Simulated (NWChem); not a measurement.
# Ionisation of H3BN

```
N
H 1 1.0132
H 1 1.0169 2 113.08
B 1 1.3774 2 123.29 3 180.00
H 4 1.2083 1 125.15 2 180.00
```
Charge 0, spin multiplicity 2.

Program: NWChem. Structure: optimised with UPBE0/def2-SVP, a minimum by its harmonic frequencies. It is one conformer; others weren't searched.

Basis set: def2-TZVPD. −ε marks an orbital energy of the parent.

B3LYP has NWChem's definition, with VWN1-RPA local correlation. The structure started from a generated list of species. The unpaired electrons of the parent sit in orbitals of symmetry a' (Cs labels of the run); other states weren't searched. The stability of the SCF solutions was not checked. Open-shell Hartree-Fock references start from PBE0 orbitals.

**Question.** For the first vertical ionisation energy, −ε(alpha HOMO) of PBE gives 4.21 eV and −ε(alpha HOMO) of BLYP gives 4.04 eV. What do −ε(alpha HOMO) of B3LYP, G0W0@PBE, −ε(alpha HOMO) of HF give?

**Answer.** −ε(alpha HOMO) of B3LYP: 5.17 eV; G0W0@PBE: 7.28 eV; −ε(alpha HOMO) of HF: 8.81 eV.
